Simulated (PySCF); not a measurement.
A GIAO shielding run with PySCF 2.14.0 with density-fitted response routines (density fitting, non-relativistic, gas phase) on isobutanesulfonyl chloride, C4H9ClO2S:

```
{"job": {"kind": "nmr", "xc": "PBE0", "basis": "pcSseg-1"}, "charge": 0, "multiplicity": 1}
C     -0.833777    -0.414521     1.233644
C     -0.511464    -0.333874    -0.254493
C     -1.728226     0.122313    -1.060103
C      0.653201     0.612752    -0.481857
S      2.071323    -0.062866     0.409075
O      2.156475    -1.476603     0.245486
O      2.187833     0.488674     1.719263
Cl     3.611770     0.732711    -0.670879
H     -1.659129    -1.101496     1.402840
H     -1.115795     0.562803     1.620059
H      0.029883    -0.768759     1.789745
H     -0.203377    -1.325534    -0.600322
H     -1.496960     0.166838    -2.121385
H     -2.550422    -0.573305    -0.917233
H     -2.051560     1.108072    -0.734055
H      0.486675     1.601099    -0.064450
H      0.946554     0.673726    -1.525243
```

Hardware: 1 thread of an Arm Neoverse N1, shared host. The job also computes population analyses, field gradients.

Task: How large is the calculation?

Result: 82 electrons, 195 basis functions and 1058 auxiliary functions.

Task: How long does it take?

Result: 59 s of wall time, with 14 SCF cycles and 5 response iterations. Times on a shared host scatter by some tens of per cent.
